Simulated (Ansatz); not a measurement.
`[CH3][SnH]([F])[I]` + H₂ → `[F][SnH2][I]` + CH₄ at 600 K and 1 bar (hydrogenolysis of the Sn–C bond).

Computed with Ansatz on PBE0-D4/def2-TZVP structures; ΔE is electronic, products minus reactants. CCSD(T)/CBS adds triple-zeta CCSD(T) − MP2 to the extrapolated MP2 energy (def2 sets, frozen cores). This one scheme is used for every species. def2 core potentials past Kr. For I, Sn outer-core shells are correlated without core-valence functions, which leaves a few kJ/mol of doubt a bond.

```json
{"species": "`[CH3][SnH]([F])[I]`", "CCSD(T)/CBS energy (Eh)": "-651.80248", "H − E (kJ/mol)": "175.8", "S (J/(mol·K))": "456.1"}
{"species": "H₂", "CCSD(T)/CBS energy (Eh)": "-1.17544", "H − E (kJ/mol)": "43.9", "S (J/(mol·K))": "150.8"}
{"species": "`[F][SnH2][I]`", "CCSD(T)/CBS energy (Eh)": "-612.52381", "H − E (kJ/mol)": "83.0", "S (J/(mol·K))": "385.4"}
{"species": "CH₄", "CCSD(T)/CBS energy (Eh)": "-40.46206", "H − E (kJ/mol)": "140.4", "S (J/(mol·K))": "215.7"}
```

H − E and S are ideal-gas, rigid-rotor, harmonic terms from PBE0-D4/def2-TZVP, for one conformer and one mirror image of each species. For small species the MP2-based limit differs from directly extrapolated CCSD(T) by up to some mEh (0.8 for H₂); such offsets cancel only in part. 1 Eh = 2625.50 kJ/mol, R = 8.31446 J/(mol·K).

By hand: ΔE, ΔH, ΔS and ΔG.

ΔE = (-612.52381) + (-40.46206) − (-651.80248) − (-1.17544) = -0.00795 Eh = -20.9 kJ/mol. Δ(H − E) = 83.0 + 140.4 − 175.8 − 43.9 = 3.7, so ΔH = -17.2 kJ/mol. ΔS = 385.4 + 215.7 − 456.1 − 150.8 = -5.8 J/(mol·K). ΔG = -17.2 − 600 × (-5.8)/1000 = -13.7 kJ/mol.

By hand: the equilibrium constant, and the temperature at which ΔG would vanish if ΔH and ΔS stayed fixed.

log₁₀ K = −ΔG/(RT ln 10) = 1.2. ΔG = 0 at ΔH/ΔS = 2966 K, far beyond where these terms or the molecules hold.

The number of gas molecules stays the same, so ΔS is small and ΔH decides. A doubt of 5 kJ/mol in ΔE shifts log₁₀ K by 0.4 here. Other conformers and mirror images would add mixing entropy, several J/(mol·K) or more a flexible species. These are equilibria of isolated gas molecules and say nothing of rates. Largest T1 diagnostic: 0.012 (customary marks: 0.02 for closed shells, 0.045 for open ones).
